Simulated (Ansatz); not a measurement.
Ansatz (a quantum-chemistry and plane-wave program) input:

Ansatz 0.2 input:
```yaml
crystal:
  periodic: [false, false, false]
  atoms:
    - {symbol: C, position_ang: [2.77616163, 0.31506577, 0.60664913]}
    - {symbol: C, position_ang: [1.48679175, 0.70505045, -0.11000687]}
    - {symbol: C, position_ang: [0.50044226, -0.46052923, -0.22882614]}
    - {symbol: C, position_ang: [-0.75577904, -0.08482832, -0.98636312]}
    - {symbol: C, position_ang: [-1.96883042, -0.08565058, -0.49905318]}
    - {symbol: C, position_ang: [-2.70199203, -0.38278692, 0.73448850]}
    - {symbol: H, position_ang: [3.46175583, 1.16109360, 0.68121114]}
    - {symbol: H, position_ang: [2.57144713, -0.03772224, 1.62043515]}
    - {symbol: H, position_ang: [3.29368606, -0.48796003, 0.07628498]}
    - {symbol: H, position_ang: [0.99930535, 1.52871545, 0.41898870]}
    - {symbol: H, position_ang: [1.71942894, 1.08065244, -1.11126882]}
    - {symbol: H, position_ang: [0.24157218, -0.82494142, 0.76838452]}
    - {symbol: H, position_ang: [0.99235984, -1.29150501, -0.74737966]}
    - {symbol: H, position_ang: [-0.59886121, 0.22509733, -2.01955893]}
    - {symbol: H, position_ang: [-2.02291840, -0.70922923, 1.53516525]}
    - {symbol: H, position_ang: [-3.24239954, 0.49534805, 1.09690899]}
    - {symbol: H, position_ang: [-3.43614092, -1.17747585, 0.57949888]}
basis:
  gaussian:
    orbitals: def2-TZVPD
hamiltonian:
  xc: {name: wB97X-V}
magnetization: {spin_polarized: true, initial_magnetization: 1}
output: {forces: true}
```

Q: Which total energy does the run end on?

A: -235.18261 Eh (wB97X-V/def2-TZVPD). The basis has 321 functions.

It need not be the lowest isomer of its formula.
